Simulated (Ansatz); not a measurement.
A single point on C₂H₈ClPSi (`C[Si](C)(P)Cl`).

```yaml
crystal:
  periodic: [false, false, false]
  atoms:
    - {symbol: C, position_ang: [-1.696077, 0.206322, -0.594153]}
    - {symbol: Si, position_ang: [0.095862, 0.452539, -0.153800]}
    - {symbol: C, position_ang: [1.117303, -1.056553, -0.537574]}
    - {symbol: P, position_ang: [0.245454, 1.157007, 1.982192]}
    - {symbol: Cl, position_ang: [0.836389, 2.013184, -1.302435]}
    - {symbol: H, position_ang: [-1.796486, -0.061874, -1.648747]}
    - {symbol: H, position_ang: [-2.269772, 1.117490, -0.414615]}
    - {symbol: H, position_ang: [-2.129962, -0.597884, 0.006816]}
    - {symbol: H, position_ang: [1.033407, -1.314442, -1.596576]}
    - {symbol: H, position_ang: [2.170188, -0.882890, -0.308137]}
    - {symbol: H, position_ang: [0.772084, -1.908193, 0.054734]}
    - {symbol: H, position_ang: [-0.012883, -0.143912, 2.499778]}
    - {symbol: H, position_ang: [1.654993, 0.984506, 2.027318]}
basis:
  gaussian: {orbitals: def2-TZVPP}
hamiltonian: {xc: pbe}
correlation: {method: rpa}
```

```sh
$ ansatz run in.yaml --threads 4 --pin off --events-out ev --progress --plain --max-ram 10444MiB
```

It prints (some lines left out):

```
Functional definition: PBE
1711 factors; integrals over basis functions are off by at most 1.1e-3 eV
mean field evaluation 1: about -31864.4609 eV, gradient 8.5e1 eV
mean field evaluation 2: about -31864.4473 eV, gradient 8.5e1 eV
mean field evaluation 4: about -31879.8164 eV, gradient 2.1e1 eV
mean field evaluation 8: about -31881.0800 eV, gradient 8.3e-1 eV
mean field evaluation 16: about -31881.0811 eV, gradient 3.3e-4 eV
mean field -31881.08111700 eV, -1171.6081212768 hartree, gradient 2.4e-6 eV, S^2 0.000000; 0 other end points of the search recorded, 0 dependent functions left out
17 core orbitals not correlated: weight in the atoms' cores, before any rotation towards them, 1.000 or more for the frozen orbitals, at most 0.000 for the correlated occupied ones
reference -31828.01871915 eV, -1169.6581141227 hartree; 16, 16 occupied and 267, 267 virtual orbitals, 1711 factors
Total energy: -31867.00539465 eV, -1171.0908480213 hartree
```

Run time 4.1 s (4 threads of an Intel Xeon 6975P-C on a shared host); peak host memory 0.84 GiB.
